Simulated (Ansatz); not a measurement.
SnH₂, relaxed as a singlet with RKS r2SCAN-D4/def2-TZVP in Ansatz, starting from the GFN2-xTB geometry. Force threshold 0.02 eV/Å.

In the def2 sets Sn takes a core potential; there is no spin–orbit coupling.

Start:

```
atom   x (Å)   y (Å)   z (Å)
 Sn1   0.792  -0.263  -0.247
  H2  -0.095  -0.076   1.308
  H3  -0.696   0.338  -1.061
```

```
        step  energy (eV)  largest force component (eV/Å)  SCF passes
           1   -5864.9140                           0.542          24
2 (rejected)   -5864.8901                           0.600          28
           3   -5864.9266                           0.025          29
           4   -5864.9266                           0.001          22
```

Force components are those of the run's own axes.

End:

```csv
atom,x (Å),y (Å),z (Å)
Sn1,0.7599,-0.2522,-0.2370
H2,-0.0759,-0.0833,1.3163
H3,-0.6840,0.3356,-1.0794
```

By distances, no bond broke or formed. The bond that changes most is Sn1–H2, from 1.80 to 1.77 Å (atoms count from 1).

No frequencies were taken in this run, so the end may be a saddle point.

Hardware: 4 threads of Arm Neoverse V1 on a shared host. Wall time 2.8 s.
